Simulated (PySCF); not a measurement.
# The potential of point charges around `F[C@@H]1CN([SiH3])C[C@@H]1N[SiH3]`

Species: `N1([SiH3])C[C@@H]([C@H](F)C1)N[SiH3]`. Coordinates (GFN2-xTB, Å) and charges (e) from the PBE0/pcSseg-1 density (PySCF):

```
atom       x       y       z  Mulliken      IAO  Hirshfeld  ESP-fitted
  F1   0.147   1.695  -0.932   -0.3333  -0.3253    -0.1035     -0.2174
  C2  -0.062   0.407  -1.381   +0.2268  +0.1371    +0.0533     +0.1661
  C3  -1.547   0.053  -1.248   +0.0175  -0.1726    -0.0365     -0.3277
  N4  -1.669  -0.571   0.048   -0.7427  -0.5118    -0.1826     -0.2893
 Si5  -2.236   0.338   1.400   +0.5831  +0.7288    +0.3385     +0.3998
  C6  -0.512  -1.430   0.131   +0.0919  -0.1626    -0.0309     -0.2845
  C7   0.664  -0.612  -0.452   -0.1453  -0.0383    +0.0067     +0.3213
  N8   1.445  -0.004   0.580   -0.6104  -0.6568    -0.2439     -0.7869
 Si9   3.051   0.562   0.317   +0.6148  +0.7489    +0.3408     +0.4957
 H10   0.304   0.388  -2.411   +0.0973  +0.1356    +0.0401     +0.0556
 H11  -1.818  -0.666  -2.031   +0.1227  +0.1343    +0.0412     +0.1426
 H12  -2.179   0.935  -1.332   +0.1380  +0.1528    +0.0493     +0.1881
 H13  -2.255  -0.635   2.489   -0.1005  -0.1267    -0.0771     -0.0821
 H14  -1.442   1.509   1.806   -0.1034  -0.1615    -0.0887     -0.0921
 H15  -3.565   0.784   0.983   -0.0969  -0.1265    -0.0782     -0.0818
 H16  -0.314  -1.742   1.154   +0.1311  +0.1506    +0.0458     +0.1519
 H17  -0.683  -2.321  -0.487   +0.1161  +0.1289    +0.0365     +0.1226
 H18   1.331  -1.243  -1.044   +0.1194  +0.1366    +0.0415     +0.0435
 H19   0.864   0.543   1.199   +0.2080  +0.2519    +0.1004     +0.3851
 H20   3.770  -0.604  -0.203   -0.1160  -0.1398    -0.0835     -0.1002
 H21   3.491   0.964   1.650   -0.1111  -0.1264    -0.0774     -0.0921
 H22   3.207   1.668  -0.636   -0.1070  -0.1570    -0.0904     -0.1183
```

Points outside the species (Å): A (4.5, -1.0, 4.5); B (-5.5, 2.9, -4.5); C (-5.3, -2.0, -3.6); D (0.9, -2.1, -5.1); E (4.4, 6.7, -1.9).

**Question.** Find the potential V = 14.3996 V·Å × Σ q/r of each set of charges at these points.

**Answer.** In volts:

```tsv
point	nearest atom	distance (Å)	Mulliken	IAO	Hirshfeld	ESP-fitted
A	H21	3.61	-0.098	-0.020	-0.032	-0.077
B	H12	4.99	+0.067	+0.010	+0.030	+0.046
C	H11	4.05	+0.114	+0.046	+0.056	+0.062
D	H10	3.71	+0.331	+0.253	+0.124	+0.229
E	H22	5.32	-0.099	-0.101	-0.045	-0.073
```

**Question.** How far are the other sets from the ESP-fitted one at these points?

**Answer.** Root-mean-square difference: IAO 0.035 V, Hirshfeld 0.053 V, Mulliken 0.054 V. The ESP scheme fits charges at the nuclei, held to the total charge, to the electrostatic potential on points at 1.4 to 2.0 times the van der Waals radii.

**Question.** What energy would a point charge of -1 e have at D in the field of the ESP charges, leaving out polarisation?

**Answer.** -0.229 eV = -22.1 kJ/mol, an attraction.

One conformer (not necessarily the lowest) at the GFN2-xTB geometry, without solvent, vibrations or thermal averaging.
